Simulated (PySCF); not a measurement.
**Magnetic susceptibility: `O=CO[C@H]([SiH3])/C(F)=C/F`, C₄H₆F₂O₂Si**

Geometry:
| atom | x (Å) | y (Å) | z (Å) |
| --- | --- | --- | --- |
| O1 | -1.979 | 0.515 | 0.793 |
| C2 | -1.434 | 1.427 | 0.232 |
| O3 | -0.421 | 1.335 | -0.582 |
| C4 | 0.121 | 0.027 | -0.806 |
| Si5 | -1.042 | -1.462 | -0.296 |
| C6 | 1.422 | -0.115 | -0.101 |
| F7 | 2.123 | -1.183 | -0.526 |
| C8 | 1.879 | 0.652 | 0.880 |
| F9 | 3.047 | 0.424 | 1.498 |
| H10 | -1.745 | 2.476 | 0.343 |
| H11 | 0.310 | -0.030 | -1.881 |
| H12 | -0.380 | -2.554 | -1.029 |
| H13 | -0.927 | -1.747 | 1.124 |
| H14 | -2.342 | -1.277 | -0.925 |
| H15 | 1.364 | 1.521 | 1.254 |

Method: GIAO B3LYP/pcSseg-1 magnetisability, rotational g tensor and spin-rotation constants, non-relativistic, gas phase (PySCF). Geometry: GFN2-xTB.

**Question.** How diamagnetic is it, and how anisotropic?

**Answer.** Isotropic -1138 × 10⁻³⁰ J/T², or -68.5 × 10⁻⁶ cm³/mol; principal values -1191, -1123, -1100 × 10⁻³⁰ J/T², anisotropy 82 × 10⁻³⁰ J/T² (root of half the summed squared differences of the principal values). The susceptibility is in cgs units.

**Question.** Split it along the inertial axes a, b, c into diamagnetic and paramagnetic parts about the centre of mass, with the quadrupole moment.

**Answer.** 
| axis | χ (10⁻⁶ cm³/mol) | diamagnetic (10⁻⁶ cm³/mol) | paramagnetic (10⁻⁶ cm³/mol) | summed x² of all electrons (Å²) | quadrupole Θ (D Å) |
| --- | --- | --- | --- | --- | --- |
| a | -69.3 | -688.4 | 619.1 | 243.4 | -8.33 |
| b | -68.3 | -1225.4 | 1157.1 | 116.8 | +7.19 |
| c | -68.0 | -1527.9 | 1459.9 | 45.5 | +1.14 |

Anisotropies 2χaa − χbb − χcc = -2.4 and 2χbb − χaa − χcc = +0.7 × 10⁻⁶ cm³/mol. Θ is traceless in Buckingham's convention.

**Question.** And the rotational g tensor?

**Answer.** 
```
axis  rotational constant (GHz)        g  nuclear part  electronic part
   a                     2.0080  -0.0319        0.5522          -0.5840
   b                     0.9819  -0.0203        0.5135          -0.5338
   c                     0.7813  -0.0149        0.5209          -0.5359
```
Asymmetric top; isotopes 12C, 19F, 1H, 16O, 28Si; no vibrational averaging.
